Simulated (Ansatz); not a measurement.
Start from `C[O][W]([OH])([F])(=[S])[Cl]` and change one atom or group to get `[OH][W]([F])([F])(=[S])[Cl]`.

Ansatz, PBE0-D4/def2-TZVP geometries, multiplicity 1. Each molecule was computed in one conformer, which needn't be the lowest.

Elements past krypton have def2 core potentials.

```json
{"property": "size of the dipole moment (B3LYP/def2-TZVPP) / D", "`C[O][W]([OH])([F])(=[S])[Cl]`": "3.25"}
{"property": "HOMO energy (ωB97M-V/def2-TZVPP) / eV", "`C[O][W]([OH])([F])(=[S])[Cl]`": "-10.22"}
{"property": "HOMO–LUMO gap (ωB97M-V/def2-TZVPP) / eV", "`C[O][W]([OH])([F])(=[S])[Cl]`": "9.38"}
{"property": "HOMO energy (PBE/def2-TZVPP) / eV", "`C[O][W]([OH])([F])(=[S])[Cl]`": "-6.80"}
{"property": "zero-point energy (PBE0-D4/def2-TZVP) / kJ/mol", "`C[O][W]([OH])([F])(=[S])[Cl]`": "161.9"}
{"property": "size of the dipole moment (PBE/def2-TZVPP) / D", "`C[O][W]([OH])([F])(=[S])[Cl]`": "3.39"}
```

Give the same properties after the change, and the shifts. (Estimate.)

Ansatz gave: 
```
                                        property  `[OH][W]([F])([F])(=[S])[Cl]`   shift
size of the dipole moment (B3LYP/def2-TZVPP) / D                           2.88   -0.37
           HOMO energy (ωB97M-V/def2-TZVPP) / eV                         -10.64   -0.42
         HOMO–LUMO gap (ωB97M-V/def2-TZVPP) / eV                           9.00   -0.38
               HOMO energy (PBE/def2-TZVPP) / eV                          -7.30   -0.50
  zero-point energy (PBE0-D4/def2-TZVP) / kJ/mol                           57.2  -104.7
  size of the dipole moment (PBE/def2-TZVPP) / D                           2.55   -0.84
```

With PBE0 the HOMO falls by 0.48 eV and the LUMO falls by 0.67 eV, so the gap narrows by about 0.19 eV. PBE moves the HOMO by -0.50 eV and ωB97M-V by -0.42 eV. The zero-point energy changes by -104.7 kJ/mol with -12 modes. Dipoles are sizes alone; their direction can turn.

B3LYP here is the variant with VWN-RPA as its local correlation; programs differ in this.
